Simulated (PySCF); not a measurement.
## Correlation energy of C⁺ (carbon, charge +1)

[He] 2s2 3d1, 2D determinant (an excited configuration). Calculation: PySCF 2.14, in x2c-QZVPPall with one added diffuse shell each of s, p, d, f type (8s5p4d3f1g, 73 functions); scalar relativity by spin-free X2C-1e. Frozen: nothing; 5 electrons correlated.

```csv
level,correlation energy (mhartree)
CCSD,-96.51
(T),-1.69
CCSD(T),-98.20
```

Diagnostics: T1 = 0.0058, D1 = 0.0128, largest double amplitude 0.153.

The outer electron is Rydberg-like, and this basis confines it to a smaller radius and binds it less than a complete one would. A double-excitation amplitude exceeds 0.15, a sign of near-degeneracy.

Cost of the coupled-cluster step: roughly 17 core-seconds, for 5 correlated electrons.

This basis was not built for core-valence correlation, so the inner-shell part is incomplete.
